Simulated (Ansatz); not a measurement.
Ideal-gas functions of CHClFNSi (`N#C[SiH](F)Cl`) at 400 K and 1 bar, from an Ansatz frequency run at PBE0-D4/def2-TZVP.

Molar mass 109.56 g/mol, point group C1 (symmetry number 1), electronic degeneracy 1, moments of inertia 114.006, 217.905, 306.111 u Å². Harmonic wavenumbers (cm⁻¹, unscaled): 118, 175, 245, 362, 393, 565, 642, 820, 821, 943, 2326, 2344.

Use S(trans) = R[1.5 ln M + 2.5 ln T − 1.1517]; rotational temperatures θ = 24.2544 K / I; S(rot) = R[ln(√π/σ · √(T³/θAθBθC)) + 1.5]; for each mode x = 1.438777 ν̃/T, S = R[x/(eˣ − 1) − ln(1 − e⁻ˣ)] and H = RT x/(eˣ − 1); 1 cm⁻¹ = 0.0119627 kJ/mol; R = 8.31446 J/(mol·K).

By hand: the entropy, in J/(mol·K).

Translation 173.5. Rotation: θ = 0.2127, 0.1113, 0.0792 K, giving 118.1. Vibration, mode by mode: 15.50, 12.30, 9.63, 6.68, 6.10, 3.72, 2.99, 1.80, 1.80, 1.27, 0.02, 0.02, in all 61.8. Electronic 0.0. Sum 353.4 J/(mol·K).

By hand: H − E and G − E in kJ/mol, counted from the electronic energy.

Zero-point energy ½ × 9754 × 0.0119627 = 58.3; thermal vibration 13.6; translation, rotation and pV give 4 RT = 13.3. H − E = 85.2 kJ/mol, and G − E = 85.2 − 400 × 353.4/1000 = -56.2 kJ/mol.

Vibration gives 17 % of the entropy, 15.5 J/(mol·K) of it from the mode under 150 cm⁻¹: soft modes count most, and the harmonic formula is weakest for them. The sum counts one conformer and one mirror image; others add a mixing term.
